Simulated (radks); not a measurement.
Ge XXIV, 9 electrons, occupied as [He] 2s2 2p5.

All-electron calculation, scalar-relativistic Kohn-Sham, r2SCAN, spin-polarised, spherical densities, finite nucleus; open shells are filled with parallel spins first; meta-GGA in the generalised Kohn-Sham scheme; Fermi nuclear charge, rms radius 4.0742 fm. Program: a radial shooting solver on a logarithmic mesh with Libxc functionals.

Energy parts (hartree):
| part | energy |
|---|---|
| total | -1723.85183 |
| kinetic | 1760.89483 |
| electron-nucleus | -3692.84691 |
| Hartree | 255.42021 |
| exchange-correlation | -47.31995 |

Orbitals (lengths in bohr, moments of r in powers of bohr; <r^-3> diverges for s and p1/2):
\begin{tabular}{lrrrrr}
orbital & occ. & eigenvalue (hartree) & <r^2> & <r^-3> & <r^4> \\ \hline
1s up & 1 & -446.1757 & 0.002966 & - & 0.00002264 \\
1s down & 1 & -445.8918 & 0.002962 & - & 0.00002257 \\
2s up & 1 & -89.18012 & 0.04852 & - & 0.003968 \\
2s down & 1 & -88.78081 & 0.04870 & - & 0.004001 \\
2p up & 3 & -83.40689 & 0.03790 & 1067 & 0.002787 \\
2p down & 2 & -82.88575 & 0.03814 & 1062 & 0.002824 \\
3s up & 0 & -34.80710 & 0.2813 & - & 0.1154 \\
3s down & 0 & -34.67338 & 0.2831 & - & 0.1168 \\
3p up & 0 & -33.04324 & 0.2666 & 265.8 & 0.1075 \\
3p down & 0 & -32.88920 & 0.2687 & 264.2 & 0.1092 \\
\end{tabular}

The highest occupied level is 2p down at -2255.4 eV. The spin density at the nucleus is -3.39 e/bohr^3 (1s -13.92, 2s 10.53). For comparison, the ionisation energy in NIST's Atomic Spectra Database is 2304 eV (semi-empirical). In exact Kohn-Sham theory the highest level is minus the ionisation energy, but local and semilocal functionals leave it too shallow, through self-interaction and a potential that decays too fast; potentials with the right tail come closer. Summed over all electrons, <r^2> = 0.2931 bohr^2, which gives a Langevin (diamagnetic) susceptibility term of -0.232 x 10^-6 cm^3/mol. The electron density at the nucleus is 3.183e+04 e/bohr^3 (large components only). The density falls to 0.001 e/bohr^3 at r = 0.70 bohr. Spin moment in Bohr magnetons: 1.
